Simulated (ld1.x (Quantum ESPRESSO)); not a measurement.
# What one change does to a pseudopotential (nitrogen (N), TM semilocal)

nitrogen (N), norm-conserving Troullier–Martins (semilocal form), made with ld1.x (Quantum ESPRESSO) 7.5 (revPBE, non-relativistic). Core [He], reference 2s2 2p1.5 (charge +1.5). Waves: 2p (bound): rc 1.00 bohr; 2s (bound): rc 1.10 bohr. Local part: the s channel. Core correction: Bessel-smoothed model core, default radius (core density twice the valence density).

All-electron outer shells of the reference configuration (revPBE, non-relativistic, ld1.x):

```csv
shell,level (eV),outermost node (bohr),outermost maximum (bohr)
2s,-40.52,0.32,0.98
2p,-28.67,–,0.90
```

Change: wave 2p (bound): rc 1.00 bohr becomes 2p (bound): rc 0.76 bohr.

Cutoffs: the cutoffs (Ry, on a coarse ladder) from which the occupation-weighted sum of valence levels, in a spherical-Bessel basis at the reference potential, stays within 10 and 1 mRy of its value at 400 Ry; they do not see the model core or the augmentation charge, which bear on the density cutoff. Errors are all-electron minus pseudo energies relative to the spin-unpolarised reference configuration.

Question: How do hardness, ghosts and transferability respond?

Answer: The potential gets harder (90 Ry and 120 Ry → 120 Ry and 180 Ry); of the 7 tests that both files solve, the error grows in 0 and shrinks in 7 by more than 15 % and 0.3 meV (median size 10.6 → 6.3 meV); neither file shows a bound ghost. A smaller radius makes the pseudo-wave follow the all-electron one further in, where it bends more sharply, so more plane waves are needed. Less of the atom is replaced, so other configurations are described better. A semilocal file is local in each channel, so a ghost entry of none says nothing of the separable form that plane-wave codes build from it.

| quantity | base | changed |
| --- | --- | --- |
| cutoff, loose | 90 Ry | 120 Ry |
| cutoff, tight | 120 Ry | 180 Ry |
| loose cutoff by channel (10 mRy a level) | p 80 Ry, s 40 Ry | p 120 Ry, s 40 Ry |
| bound ghosts | none | none |
| error for 2s2 2p3, meV [ΔE -25.84 eV] | +11 | +6.3 |
| error for 2s2 2p2, meV [ΔE -12.29 eV] | +2.7 | +1.4 |
| error for 2s2 2p1, meV [ΔE 16.50 eV] | +5.4 | +2.6 |
| error for 2s1 2p0, meV [ΔE 141.27 eV] | +181 | +103 |
| error for 2s2 2p0, meV [ΔE 63.47 eV] | +90 | +42 |
| error for 2s2 2p2.5, meV [ΔE -20.77 eV] | +7.2 | +4.0 |
| error for 2s2 2p3.3, meV [ΔE -27.44 eV] | +12 | +7.2 |
| s: phases at 1.20 bohr within 0.05 rad from the reference energy up to (Ry; the scan ends near 5) | to the end of the scan | to the end of the scan |
| p: phases at 1.20 bohr within 0.05 rad from the reference energy up to (Ry; the scan ends near 5) | to the end of the scan | to the end of the scan |
